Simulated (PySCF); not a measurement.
Species: C4H10OSi3.
Cartesian coordinates in Å at the GFN2-xTB level; atoms count from 1:
```xyz
18
C4H10OSi3 angstrom
O      1.6157    1.8487   -0.3133
C      1.7630    0.6415   -0.2551
Si     3.4510   -0.0874    0.3285
Si     0.2459   -0.4803   -0.7041
C     -0.5919   -0.9444    0.9214
C     -1.8358   -0.5215    1.1272
C     -2.6241    0.2878    0.1455
Si    -1.5852    0.7248   -1.4127
H      3.9487   -0.9128   -0.7715
H      3.1522   -0.9191    1.4939
H      4.3707    0.9957    0.6541
H      0.8065   -1.6773   -1.3534
H     -0.0952   -1.5281    1.6844
H     -2.3545   -0.7584    2.0520
H     -2.9849    1.1867    0.6509
H     -3.5232   -0.2746   -0.1199
H     -1.4735    2.1798   -1.5321
H     -2.2942    0.2454   -2.6075
```

NICS = −σ at a ghost point: NICS(0) at the centroid of the ring atoms, NICS(1) 1 Å to either side along the normal of their mean plane, zz for the tensor component along that normal. Level: GIAO PBE0/pcSseg-1 (PySCF, non-relativistic, gas phase) on the GFN2-xTB geometry, one conformer.

Ring bond lengths (Å), with Mayer bond orders in brackets: Si4–C5 1.887 (0.90), C5–C6 1.330 (1.92), C6–C7 1.497 (1.05), C7–Si8 1.923 (0.88), Si8–Si4 2.304 (0.94).

What do the NICS probes read (ppm)?

| ring | type | NICS(0) | NICS(1), two faces | NICS(1)zz, two faces | rms pucker (Å) | centre to ring atoms, mean (Å) |
| --- | --- | --- | --- | --- | --- | --- |
| Si4–C5–C6–C7–Si8 | 5-membered ring with 2 Si; formal bonds 1 double, 4 single | -2.6 | -3.6 / -3.6 | -2.2 / -1.9 | 0.02 | 1.50 |

What can be read from them?

- Si4–C5–C6–C7–Si8: mean NICS(1)zz -2.0 ppm, near zero. Si4, C7, Si8 have four or more neighbours; no verdict on aromaticity is drawn.

What is the mean of the two in-plane components of NICS at the second NICS(1) probe listed for ring Si4–C5–C6–C7–Si8, 1 Å off the ring?

The isotropic value is a third of the trace: (3 × -3.6 − (-1.9))/2 = -4.5 ppm.

List the ring angles and the Hirshfeld charges of the ring atoms.

- Si4–C5–C6–C7–Si8: Si4 92.3° (+0.238 e), C5 118.1° (-0.156 e), C6 124.3° (-0.025 e), C7 111.7° (-0.156 e), Si8 93.5° (+0.252 e); sum 539.9° against 540° for a flat convex ring.

How shielded are the nuclei of the rings and their hydrogens (means over atoms taken as equivalent)?

```csv
atoms,environment,σ isotropic (ppm),"principal values of the symmetric part, first atom (ppm)"
Si4,SiH silicon,391.8,"345.6, 385.6, 444.4"
C5,alkene CH carbon,53.6,"-50.7, 53.9, 157.5"
C6,alkene CH carbon,24.6,"-93.0, 20.3, 146.4"
C7,sp3 carbon bound to silicon,165.9,"150.3, 154.5, 193.0"
Si8,SiH2 silicon,432.2,"408.3, 411.0, 477.2"
H12,Si–H hydrogen,26.24,"23.1, 25.1, 30.6"
H13,vinylic hydrogen,25.27,"23.7, 24.4, 27.7"
H14,vinylic hydrogen,24.52,"22.0, 24.6, 27.0"
H15,methylene hydrogen,29.65,"24.7, 27.9, 36.4"
H16,methylene hydrogen,29.70,"24.8, 27.7, 36.6"
H17,Si–H hydrogen,27.78,"24.2, 25.0, 34.1"
H18,Si–H hydrogen,28.09,"24.6, 25.6, 34.1"
```
